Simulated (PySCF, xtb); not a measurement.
C2H2N, SMILES [CH2-]C#N, charge -1.

Harmonic wavenumbers (cm⁻¹) from xtb with GFN2-xTB at its own minimum, in rising order: 367, 387, 497, 985, 1171, 1455, 2278, 2895, 2917.

**Question.** What does PBE-D3(BJ)/def2-TZVPD (PySCF 2.14.0) give at its own minimum? (The exact figures need the calculation; the answer reports its results.)

**Answer.** 396, 421, 541, 1012, 1049, 1370, 2088, 3020, 3080. Paired by order, the mean absolute difference is 91 cm⁻¹ and the zero-point energies are 18.5 and 18.6 kcal/mol.
